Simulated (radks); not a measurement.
Question: Excited configurations of neutral hydrogen: one electron is placed in a higher orbital outside the bare nucleus. The ground configuration is 1s1. Calculated with a radial shooting solver on a logarithmic mesh with Libxc functionals: non-relativistic Kohn-Sham, PBE, spin-polarised, spherical densities, point nucleus; open shells are filled with parallel spins first. Excitation = E - E(ground); binding = E(ion) - E, where the ion is the core of charge +1; n* = 1/sqrt(2 binding) in atomic units, and the quantum defect is n - n*.

| outer orbital | excitation (eV) | binding (eV) | n* | quantum defect | eigenvalue (eV) | <r> (bohr) |
|---|---|---|---|---|---|---|
| 3p | 11.884 | 1.721 | 2.812 | 0.188 | -1.033 | 11.57 |
| 4p | 12.581 | 1.024 | 3.645 | 0.355 | -0.662 | 20.82 |
| 4d | 12.600 | 1.006 | 3.678 | 0.322 | -0.606 | 19.27 |
| 5f | 12.939 | 0.667 | 4.518 | 0.482 | -0.405 | 28.67 |

Estimate the row for 5d.

Answer: excitation (eV) 12.928; binding (eV) 0.678; n* 4.480; quantum defect 0.520; eigenvalue (eV) -0.442; <r> (bohr) 31.04. The Delta-SCF ionisation energy is 13.605 eV (NIST Atomic Spectra Database: 13.598 eV, theoretical). Self-interaction in the functional shifts the binding energies and quantum defects, so they are the method's values and not measured ones.
